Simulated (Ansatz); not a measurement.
Other settings, tried on (KNH2)2 ring (K₂N₂H₄).

```yaml
crystal:
  periodic: [false, false, false]
  atoms:
    - {symbol: K, position_ang: [0.151284, -0.068674, 1.783977]}
    - {symbol: N, position_ang: [0.354509, -1.913364, -0.103692]}
    - {symbol: K, position_ang: [-0.138581, 0.071120, -1.785023]}
    - {symbol: N, position_ang: [-0.353464, 1.913553, 0.103523]}
    - {symbol: H, position_ang: [1.246908, -2.420650, -0.196317]}
    - {symbol: H, position_ang: [-0.305822, -2.704481, -0.081356]}
    - {symbol: H, position_ang: [0.297190, 2.712604, 0.082396]}
    - {symbol: H, position_ang: [-1.252013, 2.409893, 0.196493]}
basis:
  gaussian: {orbitals: def2-TZVP, final_grid: {core_spheres: 5, valence_spheres: 4, degree: 11}, point_charges: [{charge: 2.00, position_ang: [5.362, -0.200, -0.534]}]}
hamiltonian: {xc: {name: RPBE}, dispersion: d3bjatm}
scf: {omitted_lower_state_checks: [starts]}
```

```sh
$ ansatz run in.yaml --threads 4 --pin off --events-out ev --progress --plain --max-ram 3916MiB
```

Shortened log:

```
Functional definition: RPBE
  name "RPBE"
  cite "Hammer, Hansen & Nørskov, Phys. Rev. B 59, 7413 (1999) doi:10.1103/PhysRevB.59.7413"
  cite "Perdew, Burke & Ernzerhof, Phys. Rev. Lett. 77, 3865 (1996) doi:10.1103/PhysRevLett.77.3865"
  parameter kappa = 0.804
  parameter beta = 0.06672455060314922
  exchange = rpbe_x(kappa = kappa, mu = beta*pi^2/3)
  correlation = pbe_c(beta = beta)
these checks for a lower state are left out or cut short: starts
1136 factors; their error is unknown
mean field evaluation 1: about -35666.7676 eV, gradient 1.2e2 eV
mean field evaluation 2: about -35407.6251 eV, gradient 2.1e2 eV
mean field evaluation 4: about -35691.0429 eV, gradient 3.7e1 eV
mean field evaluation 8: about -35694.0026 eV, gradient 7.2e0 eV
mean field evaluation 16: about -35694.1494 eV, gradient 3.1e-1 eV
mean field evaluation 32: about -35694.2235 eV, gradient 2.5e-4 eV
mean field -35694.22350160 eV, -1311.7385192703 hartree, gradient 1.0e-5 eV, S^2 0.000000; 0 other end points of the search recorded, 0 dependent functions left out
reference -35694.22359161 eV, -1311.7385225779 hartree; 28, 28 occupied and 124, 124 virtual orbitals, 1136 factors
Total energy: -35695.25320995 eV, -1311.7763603540 hartree
Checks for a lower state left out: starts
```

Hardware: 4 threads of Intel Xeon on a shared host. Wall time 4.1 s.
